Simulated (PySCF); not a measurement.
Te(Me)(SH), CH4STe, SMILES S[Te]C, PBE0/def2-SVP optimised geometry.

```
7

Te    -0.53    -1.29     0.00
C     -0.80     0.85     0.00
H     -1.88     1.04    -0.12
H     -0.25     1.29    -0.84
H     -0.46     1.28     0.95
S      1.88    -1.29     0.00
H      2.06    -1.26     1.34
```

Density from PBE0/def2-TZVP, def2 effective core potentials past Kr run with PySCF 2.14.0 at that geometry. The core electrons that the potentials of Te replace are not part of the density.

Minimum of the electron density along straight lines between bonded atoms, close to the bond critical point (lines longer than 1.1 times the sum of covalent radii, or with two minima, are not listed):

```csv
bond,length / Å,ρ at the minimum / e bohr⁻³,∇²ρ there / e bohr⁻⁵,position (fraction from the first atom)
Te1–C2,2.156,0.115,-0.01,0.52
C2–H3,1.100,0.270,-0.90,0.65
C2–H4,1.097,0.275,-0.93,0.65
C2–H5,1.097,0.275,-0.93,0.65
Te1–S6,2.413,?,?,0.48
S6–H7,1.354,0.212,?,0.65
```

Question: What belongs in the gaps?

Answer: 
- Te1–S6, ρ at the minimum / e bohr⁻³: 0.094
- Te1–S6, ∇²ρ there / e bohr⁻⁵: 0.02
- S6–H7, ∇²ρ there / e bohr⁻⁵: -0.60
